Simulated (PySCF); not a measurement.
Computed IR spectrum (relative IR intensity) of a molecule C3H8GeSi. Coordinates come from a PBE-D3(BJ)/def2-SVP optimisation. Other conformers were not sampled. All values below come from PBE-D3(BJ)/def2-SVP run with PySCF. Frequencies are harmonic and unscaled.

ν (cm⁻¹): 325 (vw), 339 (w), 346 (vw), 399 (m), 472 (w), 588 (w), 613 (m), 631 (m), 650 (m), 671 (s), 765 (vs), 824 (vs), 845 (m), 903 (m), 905 (m), 1098 (vw), 1365 (w), 2052 (vs), 2074 (s), 2152 (s), 2156 (w), 2166 (s), 2181 (s), 2982 (vw), 3410 (s) (against the strongest line: vs over 80 %, s over 45 %, m over 15 %, w over 4 %, vw less)

Problem. Identify the compound among the candidates.
A) C#C[CH2][GeH2][SiH3]
B) [GeH3][Si@@H]1C=CC1
C) [SiH3][C]1=C[CH2][GeH2]1
D) C#C[SiH2][CH2][GeH3]

Solution. A, C#C[CH2][GeH2][SiH3]
